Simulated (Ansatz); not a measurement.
Species: sum formula H$_{6}$BN$_{2}$O (charge +1, singlet). It need not be the lowest isomer of its formula. 
Coordinates optimised at B3LYP-D3(BJ)/def2-TZVP (Ansatz, a program for electronic structure):
```xyz
10

N     -1.0241    -0.8384    -0.6089
B     -0.1622     0.0141     0.0498
N      1.3649    -0.0406    -0.3413
O     -0.3452     0.9352     1.0071
H     -0.7564    -1.4967    -1.3232
H     -2.0140    -0.8634    -0.4156
H      1.5278     0.1884    -1.3245
H      1.8776     0.6410     0.2243
H      1.7818    -0.9589    -0.1720
H     -1.2300     1.0904     1.3565
```
Charge +1, spin multiplicity 1.

Parts of the frozen-core correlation energy in 6-31G (Ansatz, hartree). Frozen orbitals: 4; correlated occupied orbitals by spin: 12 and 12; virtual: 32 and 32. Spin-orbit coupling is left out. No relativistic terms.

| term | value |
|---|---|
| reference (HF) | -211.77354 |
| MP2 opposite-spin | -0.29767 |
| MP2 same-spin | -0.09251 |
| CCSD correlation | -0.41716 |
| (T) | -0.00808 |
| T1 diagnostic | 0.013 |
| largest doubles amplitude | 0.041 |
